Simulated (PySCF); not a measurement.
Bond curve of CaB⁺

Set-up: Ca x2c-SVPall, B x2c-SVPall; spin-free X2C with a Gaussian nucleus (PySCF 2.14). Energies in eV from Ca⁺ + B in their ground configurations at the same level. State: ³Π (triplet), unpaired electrons σ ↑, π ↑.

All columns are PBE0. A positive dipole points towards B; it is taken about the centre of mass and depends on that origin.

| R (Å) | E (eV) | μ (D) | Mulliken charge on Ca (basis-dependent) | HOMO (eV) | LUMO (eV) | Mayer bond order | ⟨S²⟩ |
| --- | --- | --- | --- | --- | --- | --- | --- |
| 2.115 | -0.783 | -5.36 | 1.15 | -10.13 | -7.84 | 1.22 | 2.00 |
| 2.213 | -1.078 | -5.54 | 1.07 | -10.01 | -7.64 | 1.28 | 2.00 |
| 2.312 | -1.243 | -5.69 | 1.02 | -9.81 | -7.48 | 1.31 | 2.00 |
| 2.385 | -1.301 | -5.77 | 1.00 | -9.68 | -7.37 | 1.31 | 2.00 |
| 2.459 | -1.317 | -5.82 | 0.99 | -9.56 | -7.27 | 1.31 | 2.00 |
| 2.533 | -1.299 | -5.86 | 0.98 | -9.46 | -7.19 | 1.30 | 2.00 |
| 2.631 | -1.236 | -5.87 | 0.98 | -9.34 | -7.16 | 1.27 | 2.01 |
| 2.754 | -1.117 | -5.81 | 0.98 | -9.23 | -7.21 | 1.22 | 2.01 |
| 2.902 | -0.944 | -5.62 | 0.97 | -9.14 | -7.26 | 1.13 | 2.01 |
| 3.098 | -0.710 | -5.16 | 0.97 | -9.12 | -7.37 | 0.96 | 2.02 |

A fit through these points gives, at Re = 2.453 Å, μ = -5.82 D and dμ/dR = -0.657 D/Å; the reduced mass is 8.631 u.

Task: How strong is the fundamental in the double-harmonic approximation, I = 42.26·(dμ/dR)²/μred km/mol?

Result: I = 42.26·(-0.657)²/8.631 = 2.11 km/mol at PBE0.

For an ion De counts to the pair picked by the measured ionisation energies or electron affinities, which need not be the lowest pair at this level. The state is the lowest determinant that a PBE0 search found; another state may lie lower at other levels.
